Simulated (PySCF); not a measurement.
# Excitation energy of Kr+ by level of theory

Kr+ [Ar] 3d10 4s2 4p5 (2P) → Kr+ [Ar] 3d10 4s2 4p4 4d1 (high-spin determinant), as a difference of total energies. Computed with PySCF 2.14 in aug-cc-pwCVDZ-PP with ECP10MDF, with a scalar-relativistic core potential. Correlated levels: valence and next inner shell: nothing frozen outside the core potential. The calculations carry no spin-orbit coupling.

```tsv
method	excitation energy (eV)
UHF	14.909
MP2 (valence and next inner shell)	15.915
SCS-MP2 (valence and next inner shell)	15.837
CCSD (valence and next inner shell)	15.654
CCSD(T) (valence and next inner shell)	15.585
```

Question: How much does correlation contribute at CCSD(T) (valence and next inner shell)?

Answer: 15.585 − (14.909) = 0.676 eV, measured against UHF.

The promoted electron is Rydberg-like, and one or two diffuse shells describe it only roughly, which tends to raise the upper state.

The determinant of the upper state mixes LS terms, which raises its energy above the lowest term, most at the Hartree-Fock and MP2 levels.
